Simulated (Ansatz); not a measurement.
A further run on the cluster VSe2 (the lowest doublet isomer of a short search).

```yaml
crystal:
  periodic: [false, false, false]
  atoms:
    - {symbol: V, position_ang: [0.288087, 0.489635, 0.596282]}
    - {symbol: Se, position_ang: [1.505988, -0.371373, -0.991407]}
    - {symbol: Se, position_ang: [-1.794065, -0.118272, 0.395124]}
basis:
  gaussian: {orbitals: x2c-TZVPPall}
magnetization: {spin_polarized: true, initial_magnetization: 1}
hamiltonian: {xc: {name: BHLYP}, dispersion: d3bj}
scf: {lower_state_search: off}
output: {forces: true}
```

```sh
$ ansatz run in.yaml --threads 2 --pin off --events-out ev --progress --plain --max-ram 4352MiB
```

It prints (some lines left out):

```
Functional definition: BHLYP
1093 factors; integrals over basis functions are off by at most 6.1e-4 eV
mean field evaluation 1: about -158067.3319 eV, gradient 1.8e1 eV
mean field evaluation 2: about -158038.6455 eV, gradient 1.0e2 eV
mean field evaluation 4: about -158069.2516 eV, gradient 3.9e0 eV
mean field evaluation 8: about -158069.5726 eV, gradient 1.0e0 eV
mean field evaluation 16: about -158069.9765 eV, gradient 2.3e-4 eV
mean field -158069.97654065 eV, -5808.9644941906 hartree, gradient 1.8e-6 eV, S^2 1.568942; 0 other end points of the search recorded, 0 dependent functions left out
reference -158069.97668521 eV, -5808.9644995032 hartree; 46, 45 occupied and 114, 115 virtual orbitals, 1093 factors
Total energy: -158070.21080102 eV, -5808.9731031003 hartree
Relativity: scalar
Atom 0 at     0.288087     0.489635     0.596282 Å, force     0.087455     0.148642     0.181017 eV/Å
Atom 1 at     1.505988    -0.371373    -0.991407 Å, force     0.242567    -0.096279    -0.210796 eV/Å
Atom 2 at    -1.794065    -0.118272     0.395124 Å, force    -0.330022    -0.052364     0.029779 eV/Å
Dipole moment:     0.337393     0.573447     0.698344 e Å
Checks for a lower state left out: stability, starts, cluster_reference, orbital_swaps, neighbouring_geometries, increment
```

Run time 20 s (2 threads of AMD EPYC 7R43 on a shared host), peak host memory 0.64 GiB.

DK, ANO-RCC and x2c sets are all-electron and run with scalar relativity unless a key says otherwise. The charge 0 doublet is spin-contaminated (final ⟨S²⟩ up to 1.57, 0.75 for a pure state).
